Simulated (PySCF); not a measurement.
Run record: geometry optimisation, `c1cc2cc(C3CC3)ccn2c1`.

Method: PBE0-D3(BJ)/def2-SVP geometry optimisation, gas phase (PySCF 2.14.0). Start geometry: GFN2-xTB. The input is one job of a driver script: a line of settings, then coordinates in Å.

Input:
```
{"job": {"xc": "PBE0", "basis": "def2-SVP", "d3": "d3bj", "grid": 1, "kind": "geom"}, "charge": 0, "multiplicity": 1}
C      3.584355     0.504296     0.651322
C      2.402155     1.219868     0.852512
C      1.361893     0.434963     0.376039
C     -0.030281     0.605414     0.305368
C     -0.827373    -0.372792    -0.229050
C     -2.297075    -0.253629    -0.328989
C     -2.942704     1.060690    -0.686919
C     -3.090600     0.516231     0.694149
C     -0.202881    -1.555047    -0.715617
C      1.141706    -1.716982    -0.648011
N      1.922823    -0.745966    -0.110233
C      3.264319    -0.698494     0.059576
H      4.574281     0.827735     0.909287
H      2.306286     2.192706     1.291341
H     -0.440245     1.527211     0.687058
H     -2.772010    -1.141794    -0.729310
H     -2.295355     1.910689    -0.838894
H     -3.798865     1.042559    -1.344002
H     -2.550697     0.993533     1.497136
H     -4.049271     0.119675     0.992513
H     -0.809851    -2.334629    -1.148545
H      1.646710    -2.600948    -1.008492
H      3.897929    -1.508303    -0.245221
```

Estimate the output.

```
step   0  E = -479.62253952  max force = 0.011126
step   1  E = -479.62514459  max force = 0.002621
step   2  E = -479.62516829  max force = 0.000990
step   3  E = -479.62516896  max force = 0.001390
step   4  E = -479.62517492  max force = 0.000652
step   5  E = -479.62517966  max force = 0.000218
optimisation converged
```

Energies in Eh; «max force» is the largest Cartesian gradient component in Eh/bohr.

How much energy does the optimisation release, in kcal/mol?

E(step 0) − E(last step) = 0.002640 Eh, which is 1.7 kcal/mol.

Give the first gradient maximum in eV/Å.

With 1 Eh/bohr = 51.422 eV/Å, 0.572 eV/Å.

In short: final energy -479.62518 Eh after 5 steps; dipole 1.58 D.

Where do the atoms end?

0.025 Å rms from the input after alignment:
```
atom  x, y, z in Å
C1     3.9271    0.5209    0.6416
C2     2.7351    1.2437    0.8509
C3     1.6866    0.4555    0.3792
C4     0.2825    0.6089    0.3059
C5    -0.5172   -0.3749   -0.2291
C6    -1.9949   -0.2557   -0.3321
C7    -2.6505    1.0573   -0.6818
C8    -2.7968    0.5014    0.6947
C9     0.1177   -1.5635   -0.7117
C10    1.4683   -1.7205   -0.6445
N11    2.2513   -0.7341   -0.1102
C12    3.6107   -0.6905    0.0509
H13    4.9344    0.8466    0.8962
H14    2.6304    2.2309    1.2949
H15   -0.1407    1.5395    0.6915
H16   -2.4754   -1.1480   -0.7438
H17   -1.9863    1.9138   -0.8290
H18   -3.5148    1.0378   -1.3512
H19   -2.2395    0.9728    1.5093
H20   -3.7640    0.0889    0.9940
H21   -0.4834   -2.3658   -1.1429
H22    1.9894   -2.6105   -1.0001
H23    4.2378   -1.5202   -0.2659
```

Rough CPU time on one thread of a shared machine: about 4 min.
Labels such as C1 count atoms from 1, the log's own numbers from 0.
